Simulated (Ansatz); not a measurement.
Ansatz (a quantum-chemistry and plane-wave program) input (CCSD(T)/def2-SVPD):

Ansatz 0.2 input:
```yaml
crystal:
  periodic: [false, false, false]
  atoms:
    - {symbol: Zr, position_ang: [-0.00000000, 0.00000000, 0.00000000]}
    - {symbol: H, position_ang: [0.93193131, 1.19448915, 1.21314022]}
    - {symbol: H, position_ang: [0.95523157, -1.18293019, -1.20632430]}
    - {symbol: H, position_ang: [-0.94669774, 1.20396427, -1.19215894]}
    - {symbol: H, position_ang: [-0.94046514, -1.21552324, 1.18534302]}
basis:
  gaussian:
    orbitals: def2-SVPD
total_charge: -1
magnetization: {spin_polarized: true, initial_magnetization: 1}
correlation: {method: ccsd_t, electrons: outside_noble_gas}
```

Output:

```
Functional definition: HF
integrals: 0.06 GiB planned
643 factors; integrals over basis functions are off by at most 8.7e-4 eV
mean field: 0.13 GiB planned
mean field evaluation 1: about -1322.6235 eV, gradient 1.9e1 eV
mean field evaluation 2: about -1322.6422 eV, gradient 1.9e1 eV
mean field evaluation 4: about -1326.2696 eV, gradient 1.6e0 eV
mean field evaluation 8: about -1326.3687 eV, gradient 1.5e-1 eV
mean field evaluation 16: about -1326.3703 eV, gradient 3.0e-3 eV
mean field evaluation 32: about -1326.2981 eV, gradient 9.4e-1 eV
mean field evaluation 64: about -1326.4424 eV, gradient 7.3e-1 eV
mean field evaluation 96: about -1326.3710 eV, gradient 2.5e-1 eV
mean field evaluation 128: about -1327.1305 eV, gradient 6.0e-1 eV
mean field evaluation 160: about -1327.3939 eV, gradient 4.3e-1 eV
mean field evaluation 192: about -1326.7571 eV, gradient 2.7e-4 eV
mean field evaluation 224: about -1326.5257 eV, gradient 2.5e0 eV
mean field evaluation 256: about -1326.3703 eV, gradient 4.5e-3 eV
mean field evaluation 288: about -1324.1813 eV, gradient 1.2e0 eV
mean field evaluation 320: about -1319.3602 eV, gradient 1.2e1 eV
mean field evaluation 352: about -1326.7305 eV, gradient 5.6e-1 eV
mean field evaluation 384: about -1323.3378 eV, gradient 7.3e0 eV
mean field evaluation 416: about -1322.6579 eV, gradient 2.6e-1 eV
mean field evaluation 448: about -1322.6718 eV, gradient 8.2e-4 eV
mean field evaluation 480: about -1323.1397 eV, gradient 6.1e-3 eV
mean field evaluation 512: about -1322.4889 eV, gradient 4.4e-2 eV
mean field evaluation 544: about -1322.8058 eV, gradient 6.7e-1 eV
mean field evaluation 576: about -1321.1699 eV, gradient 2.0e0 eV
mean field evaluation 608: about -1321.9571 eV, gradient 1.6e-1 eV
mean field evaluation 640: about -1326.8286 eV, gradient 3.1e0 eV
mean field evaluation 672: about -1322.5510 eV, gradient 1.3e1 eV
mean field evaluation 704: about -1323.1193 eV, gradient 7.5e0 eV
mean field evaluation 736: about -1326.5840 eV, gradient 7.0e0 eV
mean field evaluation 768: about -1325.1757 eV, gradient 6.8e0 eV
mean field evaluation 800: about -1326.7571 eV, gradient 6.7e-4 eV
mean field evaluation 832: about -1327.3951 eV, gradient 9.5e-3 eV
mean field evaluation 864: about -1323.7514 eV, gradient 5.8e-3 eV
mean field -1327.39514032 eV, -48.7808716659 hartree, gradient 4.6e-6 eV, S^2 0.756020; 20 other end points of the search recorded, 0 dependent functions left out
determinant -1327.39514032 eV, -48.7808716659 hartree, with singles and doubles -1331.66289159 eV, -48.9377086324 hartree
determinant -1327.11281329 eV, -48.7704963392 hartree, with singles and doubles -1331.42566880 eV, -48.9289908558 hartree
determinant -1326.75708818 eV, -48.7574236825 hartree, with singles and doubles -1331.10936120 eV, -48.9173667656 hartree
determinant -1326.37029357 eV, -48.7432092428 hartree, with singles and doubles -1330.82717567 eV, -48.9069966388 hartree
determinant -1324.09702818 eV, -48.6596682803 hartree, with singles and doubles -1328.46550658 eV, -48.8202069004 hartree
determinant -1327.39514032 eV, -48.7808716659 hartree, with singles and doubles -1331.61695457 eV, -48.9360204781 hartree
determinant -1327.11281329 eV, -48.7704963392 hartree, with singles and doubles -1331.38075232 eV, -48.9273402055 hartree
4 core orbitals not correlated
reference -1327.39514032 eV, -48.7808716659 hartree; 5, 4 occupied and 57, 58 virtual orbitals, 643 factors
second order -3.28453349 eV of doubles, -0.00000000 eV of singles
coupled cluster: 0.21 GiB planned
cycle   1  -4.22181356 eV  change    6.9e-7 eV  update   3.0e-6
perturbative correction -0.09676622 eV, -0.0035560929 hartree
Total energy: -1331.71372010 eV, -48.9395765455 hartree
```

The spin state was set by rule; other spins were not relaxed.
